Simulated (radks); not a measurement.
These are the eigenvalues of the occupied orbitals of an atom or ion with whole-number occupations (hartree). Method: Dirac Kohn-Sham, LB94 model potential, spin-unpolarised, spherical densities, finite nucleus; Fermi nuclear charge, rms radius of each element as measured or else 0.836 A^(1/3) + 0.57 fm; computed with a radial shooting solver on a logarithmic mesh with Libxc functionals.

orbital  eigenvalue
1s1/2     -1621.952
2s1/2     -281.3207
2p1/2     -267.6474
2p3/2     -248.3415
3s1/2     -77.92025
3p1/2     -72.03446
3p3/2     -68.14620
3d3/2     -57.90745
3d5/2     -57.05666
4s1/2     -30.65290
4p1/2     -28.34451
4p3/2     -27.32628
4d3/2     -23.47937

Which element is it, and in what charge state? The configuration may be excited. Open shells, if any, fill j = l - 1/2 first.

Answer. Z = 60, neodymium, charge +21: Nd21+ in [Kr] 4d3. The list shows which subshells hold electrons but not how many an open one holds; the 1s level, -1622 hartree, gives Z - s = 57.0 by -(Z - s)^2/2, which with screening and relativity narrows Z to a few neighbours, and the depths of the outer levels then fix element, charge and occupations together.
